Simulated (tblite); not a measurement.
C₆H₁₀BNO.
Atom-mapped SMILES: `[BH3-:1][N+:2]#[C:3][CH2:4][C:5](=[CH2:6])[C:7]([CH3:8])=[O:9]` (hydrogens: H10, H11, H12 on B1; H13, H14 on C4; H15, H16 on C6; H17, H18, H19 on C8)
Bond orders are those of one Lewis drawing.

Computed with GFN2-xTB (tblite), gas phase: L-BFGS steps from a force-field or distance-geometry start until the largest atomic force falls under 0.01 eV/Å.

Step 29: E = -710.1839 eV
```
atom  x, y, z in Å  |  force x, y, z in eV/Å
B1      3.1801   -0.2241    1.6513   -0.012   0.009  -0.022
N2      2.2469   -0.2064    0.5229   -0.002   0.009   0.008
C3      1.5235   -0.1845   -0.3709   -0.006   0.008   0.013
C4      0.5862   -0.1261   -1.4626   -0.017   0.003   0.011
C5     -0.7784    0.3049   -0.9615   -0.028  -0.030   0.018
C6     -1.3671    1.4087   -1.4074    0.003  -0.019  -0.006
C7     -1.3573   -0.6513    0.0335    0.005   0.011   0.035
C8     -2.6691   -0.3268    0.6978    0.020   0.000  -0.015
O9     -0.7661   -1.6764    0.2870   -0.017  -0.014  -0.032
H10     3.9932    0.6144    1.4090    0.021   0.010  -0.010
H11     2.5230    0.0383    2.6104   -0.030   0.009   0.017
H12     3.6345   -1.3236    1.6911    0.010  -0.012  -0.012
H13     0.5042   -1.1317   -1.8902    0.010   0.001  -0.005
H14     0.9544    0.5636   -2.2256    0.012   0.002  -0.005
H15    -2.3440    1.7255   -1.0878    0.014   0.002  -0.004
H16    -0.8914    2.0455   -2.1357    0.018  -0.004   0.006
H17    -3.3980   -1.0775    0.3929    0.001   0.030   0.006
H18    -3.0445    0.6613    0.4634    0.000  -0.017   0.038
H19    -2.5401   -0.4246    1.7751   -0.003   0.000  -0.038
```

Step 30: E = -710.1843 eV
```
atom  x, y, z in Å  |  force x, y, z in eV/Å
B1      3.1798   -0.2233    1.6515   -0.004   0.011  -0.006
N2      2.2456   -0.2051    0.5251   -0.009   0.010  -0.002
C3      1.5241   -0.1819   -0.3701   -0.022   0.004   0.002
C4      0.5870   -0.1266   -1.4625   -0.025   0.003   0.008
C5     -0.7791    0.3042   -0.9633   -0.014  -0.018   0.016
C6     -1.3657    1.4094   -1.4088   -0.003  -0.020  -0.003
C7     -1.3603   -0.6522    0.0307    0.026   0.007   0.027
C8     -2.6693   -0.3273    0.6994    0.023   0.005  -0.020
O9     -0.7707   -1.6790    0.2809   -0.009  -0.029  -0.030
H10     3.9916    0.6164    1.4077    0.025   0.003  -0.008
H11     2.5253    0.0396    2.6126   -0.029   0.005   0.011
H12     3.6340   -1.3234    1.6906    0.010  -0.001  -0.013
H13     0.5057   -1.1338   -1.8870    0.013   0.008  -0.004
H14     0.9549    0.5613   -2.2279    0.005  -0.008   0.009
H15    -2.3427    1.7254   -1.0885    0.013   0.006  -0.010
H16    -0.8900    2.0475   -2.1365    0.014  -0.016   0.018
H17    -3.4013   -1.0744    0.3936   -0.001   0.030   0.000
H18    -3.0409    0.6629    0.4691   -0.011  -0.005   0.040
H19    -2.5380   -0.4305    1.7758   -0.002   0.005  -0.037
```

Step 31: E = -710.1847 eV
```
atom  x, y, z in Å  |  force x, y, z in eV/Å
B1      3.1795   -0.2222    1.6517    0.006   0.013   0.015
N2      2.2441   -0.2035    0.5273   -0.014   0.011  -0.011
C3      1.5243   -0.1790   -0.3693   -0.036   0.000  -0.005
C4      0.5874   -0.1271   -1.4623   -0.023   0.001   0.003
C5     -0.7800    0.3033   -0.9648    0.008   0.000   0.010
C6     -1.3643    1.4098   -1.4103   -0.010  -0.019   0.002
C7     -1.3629   -0.6531    0.0283    0.041  -0.006   0.007
C8     -2.6691   -0.3277    0.7007    0.019   0.010  -0.019
O9     -0.7758   -1.6824    0.2739   -0.002  -0.041  -0.023
H10     3.9903    0.6186    1.4063    0.023  -0.007  -0.004
H11     2.5272    0.0411    2.6152   -0.023   0.000  -0.002
H12     3.6336   -1.3232    1.6899    0.006   0.014  -0.014
H13     0.5077   -1.1359   -1.8837    0.012   0.013  -0.002
H14     0.9556    0.5587   -2.2302   -0.005  -0.016   0.024
H15    -2.3411    1.7255   -1.0893    0.007   0.009  -0.013
H16    -0.8881    2.0492   -2.1371    0.012  -0.029   0.027
H17    -3.4049   -1.0705    0.3944   -0.002   0.024  -0.009
H18    -3.0373    0.6645    0.4760   -0.020   0.014   0.037
H19    -2.5358   -0.4367    1.7759    0.001   0.008  -0.023
```

Step 32: E = -710.1852 eV
```
atom  x, y, z in Å  |  force x, y, z in eV/Å
B1      3.1791   -0.2207    1.6522    0.011   0.014   0.030
N2      2.2419   -0.2013    0.5298   -0.016   0.013  -0.016
C3      1.5238   -0.1755   -0.3682   -0.043  -0.005  -0.005
C4      0.5874   -0.1277   -1.4619   -0.013  -0.004  -0.002
C5     -0.7810    0.3021   -0.9664    0.030   0.018   0.004
C6     -1.3629    1.4098   -1.4121   -0.015  -0.013   0.010
C7     -1.3653   -0.6543    0.0256    0.043  -0.027  -0.019
C8     -2.6685   -0.3280    0.7018    0.010   0.016  -0.011
O9     -0.7819   -1.6873    0.2649    0.004  -0.045  -0.015
H10     3.9892    0.6210    1.4044    0.018  -0.019   0.002
H11     2.5290    0.0428    2.6182   -0.012  -0.005  -0.018
H12     3.6333   -1.3226    1.6887    0.000   0.033  -0.013
H13     0.5101   -1.1383   -1.8797    0.008   0.013  -0.002
H14     0.9563    0.5553   -2.2325   -0.015  -0.017   0.034
H15    -2.3391    1.7258   -1.0906   -0.005   0.013  -0.013
H16    -0.8857    2.0507   -2.1373    0.011  -0.040   0.031
H17    -3.4091   -1.0654    0.3951    0.000   0.016  -0.022
H18    -3.0333    0.6667    0.4851   -0.022   0.033   0.027
H19    -2.5330   -0.4439    1.7755    0.006   0.008  -0.001
```

**Question.** Estimate the geometry and energy of step 33. (The exact step hangs on the optimiser's Hessian estimate; all steps are aligned on step 32, rigid shifts and turns removed.)

**Answer.** E = -710.1858 eV, largest force 0.073 eV/Å
```
atom  x, y, z in Å  |  force x, y, z in eV/Å
B1      3.1787   -0.2182    1.6533    0.010   0.015   0.032
N2      2.2383   -0.1980    0.5332   -0.012   0.014  -0.017
C3      1.5223   -0.1706   -0.3663   -0.038  -0.014   0.002
C4      0.5872   -0.1286   -1.4614    0.006  -0.011  -0.007
C5     -0.7819    0.3008   -0.9686    0.045   0.030   0.003
C6     -1.3612    1.4095   -1.4144   -0.017  -0.005   0.022
C7     -1.3679   -0.6566    0.0213    0.029  -0.050  -0.045
C8     -2.6671   -0.3280    0.7032   -0.001   0.021   0.002
O9     -0.7905   -1.6950    0.2516    0.005  -0.038  -0.008
H10     3.9882    0.6240    1.4016    0.009  -0.029   0.012
H11     2.5311    0.0453    2.6222    0.003  -0.010  -0.035
H12     3.6331   -1.3212    1.6867   -0.008   0.051  -0.011
H13     0.5133   -1.1414   -1.8740    0.002   0.007  -0.003
H14     0.9573    0.5500   -2.2353   -0.022  -0.010   0.037
H15    -2.3367    1.7262   -1.0925   -0.023   0.016  -0.012
H16    -0.8822    2.0523   -2.1368    0.010  -0.049   0.029
H17    -3.4149   -1.0577    0.3953    0.006   0.011  -0.035
H18    -3.0279    0.6704    0.4984   -0.016   0.047   0.013
H19    -2.5288   -0.4540    1.7749    0.012   0.006   0.022
```

The energy changes by -0.0007 eV. The first-order estimate −F·Δx gives -0.0009 eV and the mean of the old and new forces, exact on a quadratic surface, -0.0007 eV. The step makes an angle of 80° with the force vector and moves no atom by more than 0.018 Å.

What follows is the cost of the whole relaxation. The run took 1.5 s wall on one thread, Arm Neoverse N1 (aarch64), shared host with 64 logical CPUs at a one-minute load of 61.
